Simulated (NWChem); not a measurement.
The numbers come from NWChem runs, not from measurements. System: H6AlOP, charge 0, spin multiplicity 1, displaced from the optimised geometry. The structure started from a generated list of species. Level: RHF/cc-pVDZ, spin-restricted.

Input file:

```
start mol
memory heap 200 mb stack 800 mb global 1000 mb
geometry units angstroms nocenter noautoz noautosym
  Al    -0.644193    -0.086739     0.925389
  H      0.485975    -1.092672     2.236818
  H     -1.972447    -0.721888     0.311751
  O     -0.584861     1.638841     0.915218
  H     -0.004320     2.140225     1.489334
  P      0.763836    -0.666240    -1.188706
  H      2.143796    -0.353124    -1.300121
  H      0.334191    -0.131504    -2.429885
  H      0.834699    -2.031731    -1.566813
end
basis spherical
  * library cc-pvdz
end
scf
  rhf
  nopen 0
  maxiter 100
  thresh 1e-7
  semidirect memsize 60000000 filesize 0
end
task scf energy
```

NWChem printed:

```
             Northwest Computational Chemistry Package (NWChem) 7.3.0
             --------------------------------------------------------

                                NWChem Input Module
                                -------------------

 Scaling coordinates for geometry "geometry" by  1.889725989
 (inverse scale =  0.529177249)

                             Geometry "geometry" -> ""
                             -------------------------

 Output coordinates in angstroms (scale by  1.889725989 to convert to a.u.)

  No.       Tag          Charge          X              Y              Z
 ---- ---------------- ---------- -------------- -------------- --------------
    1 Al                  13.0000    -0.64419300    -0.08673900     0.92538900
    2 H                    1.0000     0.48597500    -1.09267200     2.23681800
    3 H                    1.0000    -1.97244700    -0.72188800     0.31175100
    4 O                    8.0000    -0.58486100     1.63884100     0.91521800
    5 H                    1.0000    -0.00432000     2.14022500     1.48933400
    6 P                   15.0000     0.76383600    -0.66624000    -1.18870600
    7 H                    1.0000     2.14379600    -0.35312400    -1.30012100
    8 H                    1.0000     0.33419100    -0.13150400    -2.42988500
    9 H                    1.0000     0.83469900    -2.03173100    -1.56681300

 Effective nuclear repulsion energy (a.u.)     142.9102680823

            Nuclear Dipole moment (a.u.)
            ----------------------------
        X                 Y               Z
 ---------------- ---------------- ----------------
     0.4271479933    -0.3801618463     0.4956656782


 Summary of "ao basis" -> "" (spherical)
 ------------------------------------------------------------------------------
       Tag                 Description            Shells   Functions and Types
 ---------------- ------------------------------  ------  ---------------------
 *                          cc-pvdz                   on all atoms

 Summary of "ao basis" -> "ao basis" (spherical)
 ------------------------------------------------------------------------------
       Tag                 Description            Shells   Functions and Types
 ---------------- ------------------------------  ------  ---------------------
 Al                         cc-pvdz                  8       18   4s3p1d
 H                          cc-pvdz                  3        5   2s1p
 O                          cc-pvdz                  6       14   3s2p1d
 P                          cc-pvdz                  8       18   4s3p1d

                                 NWChem SCF Module
                                 -----------------

  ao basis        = "ao basis"
  functions       =    80
  atoms           =     9
  closed shells   =    21
  open shells     =     0
  charge          =   0.00
  wavefunction    = RHF
  use symmetry    = F
  symmetry adapt  = F

 Summary of "ao basis" -> "ao basis" (spherical)
 ------------------------------------------------------------------------------
       Tag                 Description            Shells   Functions and Types
 ---------------- ------------------------------  ------  ---------------------
 Al                         cc-pvdz                  8       18   4s3p1d
 H                          cc-pvdz                  3        5   2s1p
 O                          cc-pvdz                  6       14   3s2p1d
 P                          cc-pvdz                  8       18   4s3p1d

 Forming initial guess at       0.1s

      Superposition of Atomic Density Guess
      -------------------------------------

 Sum of atomic energies:        -660.28385235

      Non-variational initial energy
      ------------------------------

 Total energy =    -660.833671
 1-e energy   =   -1198.329504
 2-e energy   =     394.585565
 HOMO         =      -0.307394
 LUMO         =       0.016333

 Starting SCF solution at       4.2s

 ----------------------------------------------
         Quadratically convergent ROHF

 Convergence threshold     :          1.000E-07
 Maximum no. of iterations :          100
 Final Fock-matrix accuracy:          1.000E-09
 ----------------------------------------------

              iter       energy          gnorm     gmax       time
             ----- ------------------- --------- --------- --------
                 1     -660.9293822038  1.13D+00  2.98D-01      4.3
                 2     -661.0085087179  3.24D-01  7.89D-02      4.4
                 3     -661.0206855739  2.07D-02  4.01D-03      4.5
                 4     -661.0207460135  9.40D-05  1.84D-05      4.8
                 5     -661.0207460149  8.19D-09  2.46D-09      5.4

       Final RHF  results
       ------------------

         Total SCF energy =   -661.020746014904
      One-electron energy =  -1200.506583221095
      Two-electron energy =    396.575569123875
 Nuclear repulsion energy =    142.910268082315

        Time for solution =      1.2s

             Final eigenvalues
             -----------------

              1
    1  -80.0069
    2  -58.4843
    3  -20.5174
    4   -7.5505
    5   -5.4450
    6   -5.4449
    7   -5.4436
    8   -4.8927
    9   -3.2086
   10   -3.2073
   11   -3.2057
   12   -1.2787
   13   -0.9099
   14   -0.6572
   15   -0.5767
   16   -0.5758
   17   -0.5323
   18   -0.4912
   19   -0.4752
   20   -0.4114
   21   -0.3624
   22    0.1090
   23    0.1237
   24    0.1278
   25    0.1570
   26    0.1652
   27    0.1983
   28    0.2303
   29    0.2582
   30    0.3378
   31    0.3584

                       ROHF Final Molecular Orbital Analysis
                       -------------------------------------

 Vector   19  Occ=2.000000D+00  E=-4.752249D-01
              MO Center= -8.1D-01,  9.8D-01,  7.9D-01, r^2= 2.3D+00
   Bfn.  Coefficient  Atom+Function         Bfn.  Coefficient  Atom+Function
  ----- ------------  ---------------      ----- ------------  ---------------
    32      0.403779  4 O  px                35      0.325279  4 O  px
    33     -0.223481  4 O  py                34     -0.221743  4 O  pz
    24     -0.189691  3 H  s                 37     -0.172770  4 O  pz
    36     -0.165452  4 O  py

 Vector   20  Occ=2.000000D+00  E=-4.113984D-01
              MO Center= -6.4D-01, -3.4D-01, -2.0D-02, r^2= 3.8D+00
   Bfn.  Coefficient  Atom+Function         Bfn.  Coefficient  Atom+Function
  ----- ------------  ---------------      ----- ------------  ---------------
    24      0.294038  3 H  s                 51     -0.254025  6 P  s
    60     -0.240042  6 P  pz                57     -0.236593  6 P  pz
    25      0.211941  3 H  s                 32      0.178729  4 O  px
     8     -0.152511  1 Al px                55      0.151917  6 P  px

 Vector   21  Occ=2.000000D+00  E=-3.624035D-01
              MO Center=  1.1D-01, -7.9D-01,  1.7D+00, r^2= 2.5D+00
   Bfn.  Coefficient  Atom+Function         Bfn.  Coefficient  Atom+Function
  ----- ------------  ---------------      ----- ------------  ---------------
    19      0.358969  2 H  s                 20      0.354034  2 H  s
     4      0.168109  1 Al s                 10      0.156031  1 Al pz

 Vector   22  Occ=0.000000D+00  E= 1.089627D-01
              MO Center= -9.3D-02, -2.7D-01,  2.0D-01, r^2= 7.1D+00
   Bfn.  Coefficient  Atom+Function         Bfn.  Coefficient  Atom+Function
  ----- ------------  ---------------      ----- ------------  ---------------
    51      0.755286  6 P  s                 59      0.637945  6 P  py
    13      0.597526  1 Al pz                67     -0.580560  7 H  s
    12      0.573686  1 Al py                72     -0.488007  8 H  s
    77      0.453088  9 H  s                 31     -0.261918  4 O  s
    11     -0.177615  1 Al px                58      0.157268  6 P  px

 Vector   23  Occ=0.000000D+00  E= 1.237322D-01
              MO Center=  4.1D-01, -5.5D-01, -5.9D-01, r^2= 7.3D+00
   Bfn.  Coefficient  Atom+Function         Bfn.  Coefficient  Atom+Function
  ----- ------------  ---------------      ----- ------------  ---------------
    51      1.615783  6 P  s                 77     -1.046476  9 H  s
    72     -0.544231  8 H  s                 11     -0.517980  1 Al px
    13      0.439064  1 Al pz                67     -0.425042  7 H  s
    59     -0.410439  6 P  py                12     -0.317401  1 Al py
     4     -0.235912  1 Al s                 60     -0.235211  6 P  pz

 Vector   24  Occ=0.000000D+00  E= 1.277539D-01
              MO Center=  6.6D-01, -5.6D-01, -1.0D+00, r^2= 4.3D+00
   Bfn.  Coefficient  Atom+Function         Bfn.  Coefficient  Atom+Function
  ----- ------------  ---------------      ----- ------------  ---------------
    72      1.028485  8 H  s                 58      0.931684  6 P  px
    67     -0.858896  7 H  s                 60      0.601079  6 P  pz
    20     -0.348430  2 H  s                 59     -0.240156  6 P  py
     4      0.228787  1 Al s                 71      0.191328  8 H  s
    55      0.181004  6 P  px                13      0.161179  1 Al pz

 center of mass
 --------------
 x =  -0.02931766 y =   0.02430672 z =   0.03590107

 moments of inertia (a.u.)
 ------------------
         590.263652164292         111.402085536098         204.343968372904
         111.402085536098         507.344986509195        -181.591882988271
         204.343968372904        -181.591882988271         399.500734013846

  Mulliken analysis of the total density
  --------------------------------------

    Atom       Charge   Shell Charges
 -----------   ------   -------------------------------------------------------
    1 Al  13    12.31   2.00  2.01  0.55  0.22  6.00  0.85  0.36  0.32
    2 H    1     1.26   0.60  0.65  0.00
    3 H    1     1.20   0.70  0.49  0.01
    4 O    8     8.62   2.00  0.81  0.92  2.84  2.04  0.01
    5 H    1     0.82   0.67  0.07  0.08
    6 P   15    14.89   2.00  2.01  0.85  0.71  6.00  1.80  1.38  0.15
    7 H    1     0.97   0.71  0.24  0.02
    8 H    1     0.97   0.71  0.23  0.02
    9 H    1     0.97   0.71  0.23  0.02

       Multipole analysis of the density wrt the origin
       ------------------------------------------------

     L   x y z        total         open         nuclear
     -   - - -        -----         ----         -------
     0   0 0 0     -0.000000      0.000000     42.000000

     1   1 0 0      1.090631      0.000000      0.427148
     1   0 1 0     -0.194160      0.000000     -0.380162
     1   0 0 1     -1.300822      0.000000      0.495666

     2   2 0 0    -27.493666      0.000000     94.326041
     2   1 1 0      1.297110      0.000000    -57.809306
     2   1 0 1     -1.978021      0.000000   -107.463657
     2   0 2 0    -27.344296      0.000000    138.585436
     2   0 1 1      4.353054      0.000000     97.545370
     2   0 0 2    -25.459249      0.000000    201.397391

 Task  times  cpu:        5.4s     wall:        5.4s

 Total times  cpu:        5.4s     wall:        5.4s
```
